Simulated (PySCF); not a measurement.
Relativity neglected, one computed conformer, one averaged value for each set of equivalent atoms, isolated molecule. Shielding tensors at PBE0/pcSseg-1 (GIAO); GFN2-xTB structure; PySCF 2.14.

References, each an isolated molecule treated in the same way: ¹H (31.72 ppm), ¹³C (186.93 ppm) vs TMS. Shifts are as computed. Against solution values, carbons near 30 ppm lie about +3 ppm off and those near 130 ppm about +5 ppm. Of 1211 compounds with measured shifts, 218 miss one by over three times the rms of a fit or turn the order of signals round; such compounds aren't used in these exercises. OH and NH positions are gas-phase values without hydrogen bonding to other molecules.

(1) Order these molecules by the shift of their most deshielded carbon-bound hydrogen, lowest δ first.
A. C=CC1=C[C@H]1OC
B. O[C@@]12[C@H]3C[C@@H]1[C@@H]2C3
C. C#CC(=C)OCC
D. C=CC1=CP1N([SiH3])[SiH3]

(2) Order these molecules by the shift of their most shielded carbon, lowest δ first.
A. C=CC1=CP1N([SiH3])[SiH3]
B. C=CC1=C[C@H]1OC
C. C#CC(=C)OCC
D. O[C@@]12[C@H]3C[C@@H]1[C@@H]2C3

(3) How many ¹³C and ¹H signals does each give (equivalence by symmetry and fast rotation, but not about amide C–N or C=N bonds)? `C=CC1=C[C@H]1OC`, `C=CC1=CP1N([SiH3])[SiH3]`, `C#CC(=C)OCC`, `O[C@@]12[C@H]3C[C@@H]1[C@@H]2C3`

## Answers

(1) B (2.56 ppm, hydrogen on an sp3 CH2 in a ring), C (4.89 ppm, hydrogen on a β carbon of an enol-ether or enamine type C=C), A (7.75 ppm, hydrogen on an alkene CH), D (8.71 ppm, hydrogen on an alkene CH).

(2) C (17.2 ppm, methyl carbon), D (26.2 ppm, three-membered-ring carbon), B (56.8 ppm, three-membered-ring carbon), A (133.2 ppm, alkene CH).

(3) C=CC1=C[C@H]1OC: 6 C, 6 H; C=CC1=CP1N([SiH3])[SiH3]: 4 C, 5 H; C#CC(=C)OCC: 6 C, 5 H; O[C@@]12[C@H]3C[C@@H]1[C@@H]2C3: 4 C, 5 H.
